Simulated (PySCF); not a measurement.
Constitutional and geometric isomers with formula CH3BO. All species are isolated molecules in the gas phase. One relaxed conformer stands for each flexible species; it need not be the lowest. Strings in code marks are SMILES.

The LUMO from two functionals at the same geometries (B3LYP-D3(BJ)/def2-TZVP), both in PySCF: PBE-D3(BJ)/def2-TZVP and B3LYP-D3(BJ)/def2-TZVP. B3LYP has the VWN-RPA correlation part, as in Gaussian. 

```tsv
species	B3LYP-D3(BJ)/def2-TZVP (eV)
`O/C=B/[H]` (B–C–O–H torsion 0°)	-2.27
`BC=O` (H–B–C–O torsion 86°)	-2.10
`B1CO1`	-0.65
`CB=O`	0.03
```

### Question
What does PBE-D3(BJ)/def2-TZVP give for each?

### Answer

- `O/C=B/[H]` (B–C–O–H torsion 0°): -3.03
- `BC=O` (H–B–C–O torsion 86°): -2.87
- `B1CO1`: -1.41
- `CB=O`: -0.34
Over these rows, drawn at random from the members with no instability flagged (it was tested for open shells, ions and some series alone), PBE minus B3LYP-D3(BJ): mean -0.66 eV, from -0.76 eV to -0.37 eV.
